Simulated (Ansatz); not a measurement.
`BC(B)[SiH3]` + `CC(C)=CF` → `BC/C(C)=C\F` + `BC[SiH3]`  (formal exchange of groups at a B–C bond)

Gas-phase electronic energies from Ansatz, PBE0-D4/def2-TZVP geometries. CCSD(T)/CBS adds triple-zeta CCSD(T) − MP2 to the extrapolated MP2 energy (def2 sets, frozen cores). DFT in def2-TZVPP. B3LYP here is the variant with VWN-RPA as its local correlation; programs differ in this. Each species was taken in one conformer, which may not be the lowest.

```
             level  ΔE (kJ/mol)  difference from CCSD(T)/CBS
            PBE-D4         28.1                         -4.6
          B3LYP-D4         31.8                         -0.9
            B2PLYP         30.8                         -1.9
              PBE0         30.1                         -2.6
     HF/def2-TZVPP         39.3                          6.6
CCSD(T)/def2-TZVPP         30.8                         -1.9
    MP2/def2-QZVPP         27.5                         -5.2
      HF/CBS(def2)         39.7                          7.0
     MP2/CBS(def2)         28.2                         -4.5
    CCSD/CBS(def2)         34.9                          2.2
       CCSD(T)/CBS         32.7                            0
```

Largest T1 diagnostic among the species: 0.012.

In def2-TZVPP, CCSD(T) changes the Hartree–Fock value by −8.5 kJ/mol (the triples alone add −2.2 kJ/mol) and MP2 by −13.0 kJ/mol.
